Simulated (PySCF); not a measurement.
PBE0 on W (tungsten, neutral), [Xe] 4f14 5d3 6s2 6p1, one real determinant (an excited configuration). Computed with PySCF 2.14 in aug-cc-pVDZ-PP with ECP60MDF, with a scalar-relativistic core potential.

```
cycle= 1 E= -67.1124980489503  delta_E= -0.00818  |g|= 0.0255  |ddm|= 0.409
cycle= 2 E= -67.115927202533  delta_E= -0.00343  |g|= 0.0159  |ddm|= 0.156
cycle= 3 E= -67.1187343524713  delta_E= -0.00281  |g|= 0.0171  |ddm|= 0.114
cycle= 4 E= -67.1204233492592  delta_E= -0.00169  |g|= 0.0169  |ddm|= 0.0716
cycle= 5 E= -67.1243851443006  delta_E= -0.00396  |g|= 0.00511  |ddm|= 0.269
cycle= 6 E= -67.1244435718492  delta_E= -5.84e-05  |g|= 0.00548  |ddm|= 0.138
cycle= 7 E= -67.1246162692554  delta_E= -0.000173  |g|= 0.000629  |ddm|= 0.0723
cycle= 8 E= -67.1246194225118  delta_E= -3.15e-06  |g|= 0.000432  |ddm|= 0.00468
cycle= 9 E= -67.1246201572848  delta_E= -7.35e-07  |g|= 0.000356  |ddm|= 0.00191
cycle= 10 E= -67.1246212029727  delta_E= -1.05e-06  |g|= 3.6e-05  |ddm|= 0.00566
cycle= 11 E= -67.124621212219  delta_E= -9.25e-09  |g|= 1.47e-05  |ddm|= 0.000647
cycle= 12 E= -67.1246212136515  delta_E= -1.43e-09  |g|= 1.52e-06  |ddm|= 0.00021
cycle= 13 E= -67.1246212136701  delta_E= -1.86e-11  |g|= 2.69e-08  |ddm|= 2.22e-05
converged SCF energy = -67.1246212136701  <S^2> = 6.655201  2S+1 = 5.2555498
```

Highest occupied orbital energy: -3.394 eV; ⟨L²⟩ = 15.41; populations by l: s 3.56, p 7.00, d 3.44, f 0.00.

Can this result be used?

Not for this state. The run converged. ⟨L²⟩ = 15.41 against 20 for a pure G term, so this real determinant mixes terms. Energies and moments cover only the electrons outside the core potential. Spin-orbit coupling, absent here, splits the open shell strongly. ⟨S²⟩ = 6.66 against 6.00 shows spin contamination. The s, p, d and f populations moved away from the nominal configuration during the SCF.
